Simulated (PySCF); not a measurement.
# Field gradients at the hydrogen positions

Species: C4H7N3Si.
Structure used (PBE0-D3(BJ)/def2-SVP), in Å, numbered top down from 1:
```
atom  x, y, z in Å
C1     2.6983   -0.1183   -0.6136
C2     1.4746   -0.4443   -0.1846
C3     0.3059    0.4229   -0.2608
N4     0.3308    1.6515   -0.7814
N5    -0.9052    2.0669   -0.6511
N6    -1.7572    1.2409   -0.0960
C7    -1.0228    0.1562    0.1766
Si8   -1.7655   -1.3489    1.0083
H9     2.8933    0.8589   -1.0631
H10    3.5316   -0.8186   -0.5264
H11    1.2995   -1.4283    0.2631
H12   -1.1894    2.9870   -0.9682
H13   -1.1600   -1.5431    2.3609
H14   -3.2361   -1.1529    1.1357
H15   -1.4815   -2.5723    0.1985
```

Level: PBE0/pcSseg-1 (PySCF, non-relativistic); Q(2H) = 0.00286 b; rigid geometry, the same for H and D, with no vibrational averaging.

**Question.** Rank these positions by the coupling χzz of a deuteron there, largest first.
A. H12 (N–H hydrogen)
B. H15 (Si–H hydrogen)
C. H9 (vinylic hydrogen)

**Answer.** A (254 kHz), C (203 kHz), B (94 kHz).

**Question.** What are Vzz, η and χzz (234.96 MHz × Q × Vzz) at all hydrogens?

**Answer.** 
```tsv
atom	bonded to	bond length (Å)	Vzz (au)	η	χzz (kHz)
H9	C1	1.093	0.3021	0.04	203
H10	C1	1.092	0.3078	0.05	207
H11	C2	1.095	0.2982	0.09	200
H12	N5	1.014	0.3783	0.15	254
H13	Si8	1.495	0.1397	0.02	94
H14	Si8	1.489	0.1430	0.00	96
H15	Si8	1.494	0.1396	0.02	94
```

**Question.** Average by the element that carries the hydrogen.

**Answer.** on C: 203 kHz over 3 positions, mean bond length 1.093 Å; on N: 254 kHz over 1 position, mean bond length 1.014 Å; on Si: 95 kHz over 3 positions, mean bond length 1.493 Å.

**Question.** Give the 2H NMR doublet splittings at H14 for a magnetic field along the z, y and x axes of the gradient: 3χ/2, 3χ(1 + η)/4, 3χ(1 − η)/4.

**Answer.** With |χ| = 96.1 kHz and η = 0.005: 144, 72 and 72 kHz, to first order and without motion.

Isolated species at its PBE0-D3(BJ)/def2-SVP geometry (one conformer only). A larger basis could move these couplings by a tenth or more.
